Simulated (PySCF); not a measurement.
Cl2H3NOSi, SMILES N[Si](O)(Cl)Cl.

The structure is a stationary point at PBE-D3(BJ)/def2-SVP. The structure was generated by enumeration, and PubChem lists no compound with its InChIKey, so it may never have been made. Other conformers were not sampled.

The numbers are results of PBE-D3(BJ)/def2-SVP (PySCF 2.14.0), not measurements.

Frequencies are harmonic and unscaled.

```tsv
mode	ν (cm⁻¹)	IR (km/mol)	Raman (Å⁴/amu)	depolarisation	moving atoms (share of kinetic energy)
1	138	8.3	2.7	0.75	Cl 46 %, H 29 %, O 13 %, N 10 %
2	169	7.7	2.9	0.74	H 31 %, Cl 24 %, O 23 %, N 21 %
3	213	9.7	1.2	0.58	H 52 %, Cl 32 %, Si 10 %
4	260	32.2	3.1	0.63	Si 23 %, O 23 %, Cl 23 %, H 16 %, N 15 %
5	269	2.1	4.1	0.67	Cl 31 %, H 24 %, N 19 %, O 14 %, Si 12 %
6	287	51.2	1.9	0.52	H 38 %, O 27 %, Cl 16 %, N 15 %
7	328	133.1	1.1	0.10	H 70 %, N 24 %
8	352	67.3	3.0	0.24	H 65 %, O 15 %, N 12 %
9	478	42.2	8.9	0.02	Cl 49 %, Si 27 %, O 10 %, N 10 %
10	567	212.4	1.6	0.58	Si 61 %, Cl 31 %
11	790	58.2	1.7	0.07	H 61 %, O 19 %, N 14 %
12	830	135.4	2.0	0.66	H 73 %, N 16 %
13	870	225.0	7.1	0.05	Si 35 %, O 24 %, N 20 %, H 20 %
14	960	96.5	2.4	0.67	Si 45 %, H 20 %, O 19 %, N 17 %
15	1475	62.6	4.3	0.75	H 88 %, N 11 %
16	3509	48.0	126.5	0.13	H 96 %
17	3614	45.8	73.4	0.75	H 91 %, N 9 %
18	3760	90.4	83.8	0.28	H 94 %
```
